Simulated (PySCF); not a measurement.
BiF3, SMILES [F][Bi]([F])[F]. Geometry: PBE-D3(BJ)/def2-SVP. The isomer is the one that the SMILES or the coordinates give; other isomers of the formula were not compared. The def2 effective core potentials stand for the cores of Bi; spin–orbit coupling is left out.

Calculation: PBE-D3(BJ)/def2-SVP (PySCF).

Harmonic wavenumbers (cm⁻¹): 157, 157, 177, 572, 572, 582. Rotational constants (GHz): 3.705, 3.705, 2.862; symmetry number 3.

### Question
Work out the zero-point energy and the ideal-gas rigid-rotor harmonic-oscillator thermochemistry at 298.15 K and 1 atm.

### Answer
ZPE = ½ Σ hcν = ½ × 2217 cm⁻¹ = 13.26 kJ/mol. H − E(el) = 29.43 kJ/mol. Entropy in J/(mol K): translation 178.38, rotation 101.77, vibration 37.68, total 317.83. G − E(el) = -65.33 kJ/mol. Cp = 70.55 J/(mol K).
